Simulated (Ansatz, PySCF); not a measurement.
Reaction (SMILES): ClB(Cl)Br [bromo(dichloro)borane] -> Cl[B]Cl + Br atom (the B-Br bond at the site shown breaks; other sites are not compared here)
Each molecule is optimised on its own at B3LYP-D3(BJ)/def2-TZVP (Ansatz, a quantum-chemistry and plane-wave program). Frequencies are from Ansatz or PySCF.

Quantity: bond dissociation energy (0 K, with B3LYP-D3(BJ) harmonic zero-point energies), in kcal/mol. Cores are frozen in the correlated levels unless marked. UHF or UKS for open shells. No spin-orbit coupling. Frozen are the shells of the preceding noble gas and the d and f shells that filled before the atom's block. Non-relativistic. 

| level | program | bond dissociation energy (kcal/mol) |
|---|---|---|
| HF/STO-3G | Ansatz | 92.4 |
| HF/6-31G | Ansatz | 64.8 |
| BLYP-D3(BJ)/def2-TZVPD | Ansatz + dftd3 | 97.8 |
| BLYP-D4/def2-TZVPD | Ansatz + dftd4 | 98.0 |
| r2SCAN/def2-TZVPD | Ansatz | 99.7 |
| r2SCAN-D3(BJ)/def2-TZVPD | Ansatz + dftd3 | 100.1 |
| r2SCAN-D4/def2-TZVPD | Ansatz + dftd4 | 100.1 |
| B3LYP-D4/def2-TZVPD | Ansatz + dftd4 | 98.6 |
| PBE0/STO-3G | Ansatz | 126.7 |
| PBE0/6-31G* | Ansatz | 101.0 |
| PBE0/def2-QZVPP | Ansatz | 99.9 |
| r2SCAN0/def2-TZVPD | Ansatz | 98.0 |
| CAM-B3LYP-D4/def2-TZVPD | Ansatz + dftd4 | 98.6 |
| CAM-B3LYP/def2-TZVPD | Ansatz | 97.0 |
| LC-wPBE-D3(BJ)/def2-TZVPD | Ansatz + dftd3 | 99.4 |
| B2PLYP/def2-TZVPD | Ansatz | 98.7 |
| MP2/6-31G | Ansatz | 86.3 |
| CCSD/STO-3G | Ansatz | 108.4 |
| CCSD/6-31G* | Ansatz | 94.4 |
| CCSD(T)/6-31G | Ansatz | 86.2 |
